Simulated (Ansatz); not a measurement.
`[Br][AlH][Br]`, relaxed with RKS PBE-D4/def2-SVP in Ansatz 0.2.0 from a rough embedded geometry. The force threshold is 0.03 eV/Å; the program also tests the step.

Total charge 0; spin multiplicity 1.

Start:

```xyz
4

Br   -2.129   -0.197    0.704
Al    0.116   -0.013    0.147
Br    0.689    0.241   -2.122
H     1.323   -0.032    1.271
```

By how much does the energy fall, and how many steps does the optimiser take? (An estimate is asked.)

Ansatz gave: 0.11 eV, in 2 steps.

Which bonds change most? (An estimate is asked.)

Computed: Al2–Br3 from 2.354 to 2.259 Å; Al2–H4 from 1.650 to 1.581 Å; Br1–Al2 from 2.321 to 2.260 Å.

Give the relaxed structure. (Best estimate.)

Ansatz gave: 
```xyz
4

Br   -2.051   -0.193    0.692
Al    0.129   -0.004    0.127
Br    0.666    0.232   -2.055
H     1.256   -0.035    1.235
```
